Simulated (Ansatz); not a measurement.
Consider the substitution at a C–C bond: `CCCCCCl` + HBr → `ClCBr` + `CCCC`.

Calculated with Ansatz (gas phase, PBE0-D4/def2-TZVP geometries, no zero-point term in ΔE). CBS: MP2 limit from def2 TZ/QZ plus the TZ coupled-cluster correction, frozen cores. DFT in def2-TZVPP. For Br outer-core shells are correlated without core-valence functions, which leaves a few kJ/mol of doubt a bond. Scalar relativity is left out up to krypton. One conformer a species, not always the lowest.

Is it downhill or uphill in electronic energy at CCSD(T)/CBS, and by how much? (Estimate.)

Ansatz gave: Uphill: ΔE = +37.7 kJ/mol.

What do these levels give: r2SCAN-D4, r2SCAN0-D4, CAM-B3LYP-D4, BLYP, PBE0, BHLYP, RPA@PBE/def2-TZVPP, CCSD/def2-SVP, HF/def2-TZVPP, CCSD/def2-TZVPP, SCS-MP2/def2-QZVPP, HF/CBS(def2)? (Best estimate.)

Ansatz gave: r2SCAN-D4 34.2, r2SCAN0-D4 37.9, CAM-B3LYP-D4 37.7, BLYP 20.7, PBE0 32.2, BHLYP 34.2, RPA@PBE/def2-TZVPP 36.6, CCSD/def2-SVP 56.7, HF/def2-TZVPP 36.7, CCSD/def2-TZVPP 39.4, SCS-MP2/def2-QZVPP 34.3, HF/CBS(def2) 36.7 kJ/mol.

Largest T1 diagnostic among the species: 0.009.

At CCSD(T), def2-SVP lies +18.7 kJ/mol from the extrapolated value and def2-TZVPP +1.0 kJ/mol. From r2SCAN to r2SCAN0 (25 % exact exchange), in def2-TZVPP and without D4, ΔE moves by +3.5 kJ/mol. Leaving LDA and LC-ωPBE aside and taking each functional with its dispersion term where it has one, the values, not all of them listed here, spread over 10.8 kJ/mol, from BLYP-D4 to r2SCAN0-D4. LDA lies +14.6 kJ/mol from PBE without D4.
